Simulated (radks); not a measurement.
The mean radii <r> (bohr) of the occupied orbitals of an atom or ion are listed with their occupations. Calculated with a radial shooting solver on a logarithmic mesh with Libxc functionals: Dirac Kohn-Sham, PBE, spin-unpolarised, spherical densities, point nucleus.

| orbital | occ. | <r> |
|---|---|---|
| 1s1/2 | 2 | 0.01932 |
| 2s1/2 | 2 | 0.08123 |
| 2p1/2 | 2 | 0.06740 |
| 2p3/2 | 4 | 0.07502 |
| 3s1/2 | 2 | 0.2121 |
| 3p1/2 | 2 | 0.2020 |
| 3p3/2 | 4 | 0.2162 |
| 3d3/2 | 4 | 0.1898 |
| 3d5/2 | 6 | 0.1942 |
| 4s1/2 | 2 | 0.4779 |
| 4p1/2 | 2 | 0.4850 |
| 4p3/2 | 4 | 0.5177 |
| 4d3/2 | 4 | 0.5410 |
| 4d5/2 | 6 | 0.5525 |
| 5s1/2 | 2 | 1.170 |
| 5p1/2 | 2 | 1.309 |
| 5p3/2 | 4 | 1.419 |
| 4f5/2 | 6 | 0.7133 |
| 4f7/2 | 8 | 0.7287 |
| 6s1/2 | 2 | 3.272 |
| 5f5/2 | 1 | 16.83 |

Name the element and its charge. Open shells, if any, fill j = l - 1/2 first.

Answer. Z = 71, lutetium, charge 0: Lu in [Xe] 4f14 6s2 5f1. The 1s radius gives Z: for a bare nucleus <r> = (2 gamma + 1)/(2Z) with gamma = sqrt(1 - (Z/c)^2), 0.01909 bohr for Z = 71, and screening makes it slightly larger (0.01932 here). The occupations add up to 71, and the charge is Z minus that.
